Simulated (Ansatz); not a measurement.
B$_{2}$H$_{4}$OSi (`B[SiH]1BO1`). Total charge 0; spin multiplicity 1. The geometry is a stationary point of PBE0-D4/def2-TZVP.

```xyz
8

B     1.544    0.613   -0.060
Si   -0.378    0.482    0.256
B    -1.264   -1.225    0.042
O    -1.312   -0.384   -0.979
H     2.250    1.182    0.718
H     2.041    0.020   -0.970
H    -1.175    1.625    0.759
H    -1.706   -2.312    0.233
```

(1) What is the dipole moment at ωB97M-V/def2-TZVPP? (Best estimate.)

(2) And with PBE, r2SCAN, B3LYP? (Estimate.)

(3) Give the Mulliken charges with ωB97M-V, PBE, r2SCAN in def2-TZVPP. (Estimate.)

## Answers

(1) Ansatz gave: 0.88 D, with components (0.41, 0.26, 0.74) D in this frame, pointing from negative to positive charge.

(2) Computed: PBE 0.66 D, r2SCAN 0.66 D, B3LYP 0.80 D.

(3) The calculation gave: 
```
atom  ωB97M-V    PBE  r2SCAN
  B1    -0.18  -0.09   -0.09
 Si2     0.14   0.16    0.26
  B3     0.01   0.04    0.07
  O4    -0.27  -0.18   -0.26
  H5     0.09   0.04    0.02
  H6     0.11   0.05    0.03
  H7    -0.01  -0.04   -0.06
  H8     0.10   0.04    0.03
```

B3LYP here is the variant with VWN-RPA as its local correlation; programs differ in this.
